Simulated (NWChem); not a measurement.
System: CH₁₀FNSi₃; SMILES F[Si@H]([C@@H]([SiH3])N)[SiH3]

The following NWChem deck was run.

```
start job
memory heap 200 mb stack 900 mb global 1100 mb
geometry units angstroms
  N      0.532402    -1.991773     0.185674
  C      0.873470    -0.624068    -0.251568
  Si     2.631160    -0.084060     0.286639
  Si    -0.566252     0.493970     0.316579
  F     -0.238701     1.955586    -0.322336
  Si    -2.617311    -0.262555    -0.405382
  H      0.599813    -2.054412     1.196005
  H      1.192033    -2.662334    -0.196547
  H      0.847715    -0.647551    -1.348022
  H      2.961167     1.230610    -0.247847
  H      2.671531    -0.099751     1.753086
  H      3.571021    -1.098542    -0.209341
  H     -0.410858     0.789889     1.745099
  H     -2.669970    -0.496408    -1.853215
  H     -2.993400    -1.515612     0.252106
  H     -3.684312     0.702675    -0.110728
end
basis spherical
  * library 6-31g*
end
dft
  xc b3lyp
  iterations 150
end
driver
  maxiter 120
end
task dft optimize
task dft freq
```

NWChem printed, in part:

```
             Northwest Computational Chemistry Package (NWChem) 7.3.0
             --------------------------------------------------------

 C1  symmetry detected

                             Geometry "geometry" -> ""
                             -------------------------

 Output coordinates in angstroms (scale by  1.889725989 to convert to a.u.)

  No.       Tag          Charge          X              Y              Z
 ---- ---------------- ---------- -------------- -------------- --------------
    1 N                    7.0000    -1.88729189    -0.70366684     0.04986140
    2 C                    6.0000    -0.48379188    -0.86890856    -0.37558874
    3 Si                  14.0000     0.20263653    -2.62235763    -0.02206088
    4 Si                  14.0000     0.48276951     0.58848784     0.39080165
    5 F                    9.0000     1.98339510     0.46839079    -0.23010325
    6 Si                  14.0000    -0.44176380     2.63430287    -0.11937460
    7 H                    1.0000    -1.96791769    -0.89334663     1.04321817
    8 H                    1.0000    -2.48477753    -1.37126976    -0.42781553
    9 H                    1.0000    -0.48297231    -0.71806690    -1.46217618
   10 H                    1.0000     1.55468008    -2.77005910    -0.54465023
   11 H                    1.0000     0.15520214    -2.83413986     1.42888402
   12 H                    1.0000    -0.70863524    -3.58446701    -0.65644080
   13 H                    1.0000     0.75704311     0.29497218     1.80183222
   14 H                    1.0000    -0.64432175     2.83393887    -1.55909552
   15 H                    1.0000    -1.73970001     2.81875990     0.53271622
   16 H                    1.0000     0.41364624     3.74121747     0.32783318

 Effective nuclear repulsion energy (a.u.)     450.2747644251

                                Z-matrix (autoz)
                                --------

 Units are Angstrom for bonds and degrees for angles

[...]

      ----------------------
      Optimization converged
      ----------------------

  Step       Energy      Delta E   Gmax     Grms     Xrms     Xmax
  ---- ---------------- -------- -------- -------- -------- --------
@   34   -1067.22832756 -5.1D-08  0.00001  0.00000  0.00033  0.00090
                                     ok       ok       ok       ok

                                Z-matrix (autoz)
                                --------

 Units are Angstrom for bonds and degrees for angles

[...]

 Rotational Constants
 --------------------
 A=   0.091719 cm-1  (  0.131960 K)
 B=   0.033892 cm-1  (  0.048762 K)
 C=   0.026423 cm-1  (  0.038016 K)

 Temperature                      =   298.15K
 frequency scaling parameter      =   1.0000

 Zero-Point correction to Energy  =   67.083 kcal/mol  (  0.106904 au)
 Thermal correction to Energy     =   73.925 kcal/mol  (  0.117808 au)
 Thermal correction to Enthalpy   =   74.518 kcal/mol  (  0.118752 au)

 Total Entropy                    =  102.773 cal/mol-K
   - Translational                =   40.682 cal/mol-K (mol. weight = 139.0105)
   - Rotational                   =   29.351 cal/mol-K (symmetry #  =        1)
   - Vibrational                  =   32.740 cal/mol-K

 Cv (constant volume heat capacity) =   38.011 cal/mol-K
   - Translational                  =    2.979 cal/mol-K
   - Rotational                     =    2.979 cal/mol-K
   - Vibrational                    =   32.052 cal/mol-K

[normal modes left out]

 ----------------------------------------------------------------------------
 Normal Eigenvalue ||           Projected Infra Red Intensities
  Mode   [cm**-1]  || [atomic units] [(debye/angs)**2] [(KM/mol)] [arbitrary]
 ------ ---------- || -------------- ----------------- ---------- -----------
    1       -0.000 ||    0.000120           0.003         0.117       0.022
    2        0.000 ||    0.000611           0.014         0.596       0.112
    3        0.000 ||    0.000058           0.001         0.057       0.011
    4        0.000 ||    0.000229           0.005         0.223       0.042
    5        0.000 ||    0.000011           0.000         0.010       0.002
    6        0.000 ||    0.000339           0.008         0.330       0.062
    7       39.966 ||    0.000725           0.017         0.707       0.133
    8       69.320 ||    0.001322           0.031         1.289       0.243
    9      109.393 ||    0.000299           0.007         0.292       0.055
   10      130.259 ||    0.000111           0.003         0.108       0.020
   11      142.556 ||    0.005150           0.119         5.020       0.945
   12      178.797 ||    0.010983           0.253        10.707       2.015
   13      203.678 ||    0.020590           0.475        20.072       3.778
   14      242.697 ||    0.007007           0.162         6.831       1.286
   15      285.479 ||    0.022978           0.530        22.400       4.216
   16      312.229 ||    0.020262           0.467        19.752       3.717
   17      419.325 ||    0.005355           0.124         5.220       0.982
   18      504.012 ||    0.023079           0.532        22.499       4.234
   19      531.496 ||    0.017098           0.394        16.668       3.137
   20      537.591 ||    0.006881           0.159         6.708       1.262
   21      616.282 ||    0.027126           0.626        26.444       4.977
   22      696.135 ||    0.045409           1.048        44.267       8.331
   23      795.820 ||    0.178395           4.116       173.908      32.730
   24      803.606 ||    0.284959           6.574       277.793      52.282
   25      835.740 ||    0.064236           1.482        62.620      11.785
   26      875.717 ||    0.048268           1.114        47.054       8.856
   27      892.608 ||    0.180035           4.154       175.507      33.031
   28      914.034 ||    0.205014           4.730       199.858      37.614
   29      939.725 ||    0.114726           2.647       111.841      21.049
   30      947.430 ||    0.030113           0.695        29.355       5.525
   31      948.913 ||    0.087395           2.016        85.197      16.034
   32      950.009 ||    0.059242           1.367        57.752      10.869
   33      953.014 ||    0.087285           2.014        85.090      16.014
   34     1046.795 ||    0.018966           0.438        18.489       3.480
   35     1095.022 ||    0.037932           0.875        36.978       6.959
   36     1139.546 ||    0.026012           0.600        25.357       4.772
   37     1369.526 ||    0.001389           0.032         1.354       0.255
   38     1688.605 ||    0.028672           0.661        27.951       5.261
   39     2215.709 ||    0.109229           2.520       106.482      20.040
   40     2223.167 ||    0.193616           4.467       188.747      35.523
   41     2229.194 ||    0.041915           0.967        40.861       7.690
   42     2236.802 ||    0.038070           0.878        37.112       6.985
   43     2238.596 ||    0.249922           5.766       243.636      45.853
   44     2249.713 ||    0.087395           2.016        85.197      16.034
   45     2252.154 ||    0.218494           5.041       212.999      40.087
   46     3052.376 ||    0.006238           0.144         6.081       1.144
   47     3473.124 ||    0.000192           0.004         0.187       0.035
   48     3561.542 ||    0.002778           0.064         2.708       0.510
 ----------------------------------------------------------------------------
```

Level: B3LYP/6-31G* (spherical d).
